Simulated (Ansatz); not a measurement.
A run for Ansatz (a program for electronic structure): U-B3LYP-D3(BJ)/def2-TZVP on O2 (SMILES O=O).

Ansatz 0.2 input:
```yaml
crystal:
  periodic: [false, false, false]
  atoms:
    - {symbol: O, position_ang: [0.00000000, 0.00000000, -0.60400000]}
    - {symbol: O, position_ang: [0.00000000, 0.00000000, 0.60400000]}
basis:
  gaussian:
    orbitals: def2-TZVP
hamiltonian:
  xc: b3lyp
  dispersion: d3bj
magnetization: {spin_polarized: true, initial_magnetization: 2}
relax: {f_tol: 0.004, max_steps: 120}
```

It printed:

```
WARN ansatz: RAYON_NUM_THREADS=1 ignored (pool sized by the plan → 1); use --threads N
Functional definition: B3LYP
integrals: 0.01 GiB planned
302 factors; their error is unknown
mean field: 0.13 GiB planned
mean field evaluation 1: about -4091.8268 eV, gradient 1.3e1 eV
mean field evaluation 2: about -4092.0980 eV, gradient 8.3e0 eV
mean field evaluation 4: about -4092.2990 eV, gradient 3.0e-1 eV
mean field evaluation 8: about -4092.3132 eV, gradient 1.2e-3 eV
mean field -4092.31316232 eV, -150.3897348459 hartree, gradient 1.9e-5 eV, S^2 2.008938; 0 other end points of the search recorded, 0 dependent functions left out
the calculation of the forces begins
reference -4092.31329354 eV, -150.3897396680 hartree; 9, 7 occupied and 53, 55 virtual orbitals, 302 factors
relax step   1: F+E_penalty+E_count = -4092.32555746 eV  Δ(F+E_penalty+E_count) = +0.000e0 eV  max|allowed force component| = 2.899e-1 eV/Å  Δτ_max = 0.0000 Å  (26 SCF iters, accepted)
these checks for a lower state are left out or cut short: starts, cluster_reference, orbital_swaps, neighbouring_geometries, increment
integrals: 0.01 GiB planned
302 factors; their error is unknown
mean field: 0.13 GiB planned
mean field evaluation 16: about -4092.2998 eV, gradient 2.1e-4 eV
mean field -4092.31367397 eV, -150.3897536487 hartree, gradient 1.8e-5 eV, S^2 2.008898; 0 other end points of the search recorded, 0 dependent functions left out
the calculation of the forces begins
reference -4092.31380516 eV, -150.3897584698 hartree; 9, 7 occupied and 53, 55 virtual orbitals, 302 factors
relax step   2: F+E_penalty+E_count = -4092.32606928 eV  Δ(F+E_penalty+E_count) = -5.118e-4 eV  max|allowed force component| = 6.968e-2 eV/Å  Δτ_max = 0.0014 Å  (29 SCF iters, accepted)
these checks for a lower state are left out or cut short: starts, cluster_reference, orbital_swaps, neighbouring_geometries, increment
integrals: 0.01 GiB planned
302 factors; their error is unknown
mean field: 0.13 GiB planned
mean field -4092.31370485 eV, -150.3897547833 hartree, gradient 1.8e-5 eV, S^2 2.008885; 0 other end points of the search recorded, 0 dependent functions left out
the calculation of the forces begins
reference -4092.31383603 eV, -150.3897596041 hartree; 9, 7 occupied and 53, 55 virtual orbitals, 302 factors
relax step   3: F+E_penalty+E_count = -4092.32610021 eV  Δ(F+E_penalty+E_count) = -3.093e-5 eV  max|allowed force component| = 6.761e-4 eV/Å  Δτ_max = 0.0004 Å  (30 SCF iters, accepted)
integrals: 0.01 GiB planned
302 factors; their error is unknown
mean field: 0.13 GiB planned
mean field evaluation 32: about -4092.3137 eV, gradient 5.1e-5 eV
mean field -4092.31370485 eV, -150.3897547833 hartree, gradient 5.1e-5 eV, S^2 2.008885; 1 other end points of the search recorded, 0 dependent functions left out
the calculation of the forces begins
reference -4092.31383603 eV, -150.3897596040 hartree; 9, 7 occupied and 53, 55 virtual orbitals, 302 factors
Total energy: -4092.32623139 eV, -150.3902151254 hartree
Atom 0 at     0.000000    -0.000000    -0.602132 Å, force    -0.000000    -0.000000    -0.000676 eV/Å
Atom 1 at    -0.000000     0.000000     0.602132 Å, force     0.000000     0.000000     0.000676 eV/Å
Dipole moment:     0.000000     0.000000    -0.000000 e Å
```

The calculation finished and met its thresholds.

Cost: about 3 core-seconds (a rough figure).
